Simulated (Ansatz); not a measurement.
`[SiH3]SCS`, charge 0, multiplicity 1.

(1) Give a relaxed structure at PBE0-D4/def2-TZVP (Ansatz 0.2.0). (Estimate.)

## Answers

(1) Computed: 
Z-matrix (Å, degrees):
```
Si
S 1 2.138
H 1 1.486 2 109.6
H 1 1.485 2 104.0 3 118.2
H 1 1.482 2 113.7 3 -123.3
C 2 1.816 1 100.2 3 43.0
S 6 1.802 2 116.6 1 50.9
H 6 1.090 2 106.0 1 174.7
H 6 1.091 2 109.9 1 -68.6
H 7 1.343 6 96.4 2 56.1
```
This is one stationary point; other conformers may exist.
